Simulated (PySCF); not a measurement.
Si(Cl)(NH2) (ClH₂NSi), SMILES N[Si]Cl (connectivity only; charge and spin as stated), neutral, multiplicity 1.

Coordinates come from a B3LYP-D3(BJ)/def2-TZVP optimisation. One conformer was computed; it need not be the lowest.

Level of theory: r2SCAN/def2-TZVPD (PySCF).

Isolated molecule, no solvent.

Estimate the frontier levels, gap, dipole moment and polarisability. (An estimate is asked for; the answer gives what the named calculation found.)


| Quantity | Value |
|---|---|
| highest occupied level | -6.32 eV |
| lowest empty level | -2.35 eV |
| orbital gap | 3.97 eV |
| dipole moment | 2.76 D |
| quadrupole, principal values (traceless, Buckingham form, about the centre of nuclear charge) | -3.11, -2.03, 5.14 D·Å |
| mean static polarisability | 55.7 bohr³ (8.26 Å³) |
| polarisability, principal values | 45.0, 54.7, 67.6 bohr³ |
